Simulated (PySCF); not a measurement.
**`C[C@H]1CC[Si@@H](Cl)C1`, C5H11ClSi**

Geometry:
```csv
atom,x (Å),y (Å),z (Å)
C1,2.075,-0.679,0.352
C2,0.735,-0.307,-0.271
C3,-0.432,-1.047,0.387
C4,-1.740,-0.520,-0.213
Si5,-1.431,1.348,-0.443
Cl6,-2.345,2.479,0.964
C7,0.445,1.196,-0.159
H8,2.265,-1.745,0.243
H9,2.885,-0.135,-0.130
H10,2.082,-0.437,1.413
H11,0.754,-0.577,-1.333
H12,-0.416,-0.845,1.460
H13,-0.338,-2.126,0.248
H14,-2.588,-0.767,0.423
H15,-1.917,-1.000,-1.176
H16,-1.815,1.865,-1.756
H17,1.055,1.760,-0.862
H18,0.717,1.541,0.841
```

The calculation used TDDFT PBE0/def2-SVPD circular dichroism and optical rotation, one conformer, gas phase in PySCF. Geometry: GFN2-xTB.

States above about 8.0 eV (minus the energy of the highest occupied orbital) lie near or above the ionisation threshold and depend on the basis.

(1) Draw the ECD and absorption spectra from the lowest 16 states, each a Gaussian of half-width 0.35 eV at 1/e height.

Results:

(1) 
```tsv
E (eV)	λ (nm)	Δε (L mol⁻¹ cm⁻¹)	ε (L mol⁻¹ cm⁻¹)
6.68	186	-0.24	25
6.78	183	-0.56	68.2
6.88	180	-1.14	166
6.98	178	-2.00	361
7.08	175	-2.99	705
7.18	173	-3.55	1250
7.28	170	-2.67	2020
7.38	168	+0.88	3050
7.48	166	+7.87	4310
7.58	164	+17.56	5680
7.68	162	+27.32	6910
7.78	159	+33.58	7670
7.88	157	+34.05	7720
7.98	155	+29.55	7070
8.08	154	+23.55	6050
8.18	152	+19.72	5100
8.28	150	+19.37	4610
8.38	148	+20.89	4670
8.48	146	+21.33	5070
8.58	145	+18.62	5410
```
Δε uses R in velocity form, ε uses f in length form. Only the states computed contribute, so the short-wavelength end is incomplete.
